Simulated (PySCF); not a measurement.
## Ce: excitation energy

Ce [Xe] 4f1 5d1 6s2 (high-spin determinant) → Ce [Xe] 4f2 6s2 (high-spin determinant), as a difference of total energies. Calculation: PySCF 2.14, in x2c-TZVPPall (11s7p7d4f2g, 113 functions); scalar relativity by spin-free X2C-1e. Correlated levels: valence: [Kr] 4d10 frozen; valence and next inner shell: [Ar] 3d10 frozen. The calculations carry no spin-orbit coupling.

| method | excitation energy (eV) |
| --- | --- |
| UHF | 1.468 |
| LDA | -0.584 |
| PBE | -0.473 |
| PBE0 | -0.043 |
| r2SCAN | -0.370 |
| MP2 (valence) | 1.123 |
| SCS-MP2 (valence) | 1.263 |
| MP2 (valence and next inner shell) | 0.980 |
| SCS-MP2 (valence and next inner shell) | 1.122 |

Problem. How much does correlation contribute at MP2 (valence and next inner shell)?

Solution. 0.980 − (1.468) = -0.488 eV, measured against UHF.

A first-order spin-orbit estimate (lowest level to lowest level, LS coupling) adds 0.013 eV.

The determinant of the upper state and of the lower state mixes LS terms, which raises its energy above the lowest term, most at the Hartree-Fock and MP2 levels.
